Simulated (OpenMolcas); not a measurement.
# 2s2 2p2 along the 6-electron sequence

* Program: OpenMolcas
* Method: CASSCF
* Basis: ANO-R2
* Scalar Hamiltonian: X2C, finite nucleus
* Spin-orbit coupling: RASSI with atomic mean-field integrals over the reference wave functions, term energies averaged over their components

Active space for each ion: 2 electrons in 3 orbitals (2p).

Computed levels in cm-1 above 3P0:

```json
{"Level": "3P1", "C": "15.4", "N+": "47.1", "F3+": "220", "Ne4+": "399"}
{"Level": "3P2", "C": "46.2", "N+": "140", "F3+": "647", "Ne4+": "1160"}
{"Level": "1D2", "C": "12616", "N+": "17793", "F3+": "27831", "Ne4+": "32970"}
{"Level": "1S0", "C": "30925", "N+": "43844", "F3+": "68461", "Ne4+": "80790"}
{"Level": "weight of 3P in the lowest level (%)", "C": "100", "N+": "100", "F3+": "100", "Ne4+": "100"}
```

Measured, with the error of the calculation in %. Measured levels: C, N+ from NIST Handbook of Basic Atomic Spectroscopic Data; F3+ from Moore, Atomic Energy Levels, vol. I, NSRDS-NBS 35 (1971 reprint of NBS Circular 467, 1949); Ne4+ from NIST levels in Podobedova, Fuhr, Reader and Wiese, J. Phys. Chem. Ref. Data 33, 525 (2004).

```csv
Level,C,N+,F3+,Ne4+
3P1,16.4 (-6.0),48.7 (-3.1),225 (-2.2),412 (-3.2)
3P2,43.4 (+6.3),131 (+7.4),613 (+5.5),1110 (+4.5)
1D2,10193 (+23.8),15316 (+16.2),25241 (+10.3),30292 (+8.8)
1S0,21648 (+42.9),32689 (+34.1),53544 (+27.9),63914 (+26.4)
```

The fine-structure level 3P2 changes by a factor of 25.1 from C to Ne4+. Its fourth root runs 2.61, 3.44, 5.04, 5.84, with steps per unit of Z of 0.83, 0.80, 0.79; equal steps would mean a (Z - σ)^4 law with constant σ.

1D2 changes by a factor of 2.61 over the same range, with steps per unit of Z of +5180, +5020, +5140 cm-1.

With the s shell closed, the reference lacks s² → p² mixing. Without dynamic correlation excited terms often stand tens of per cent too high (terms of higher spin than the ground term too low), and those without a measured partner can miss by more than the paired ones (holds for C; N+). Computed and measured levels are paired by configuration, term and J; levels that our copy of the source lacks, or whose pairing is in doubt (as where it misses far off the trend of its configuration), stay unpaired and out of the deviations. Levels of configurations outside the active space are missing.
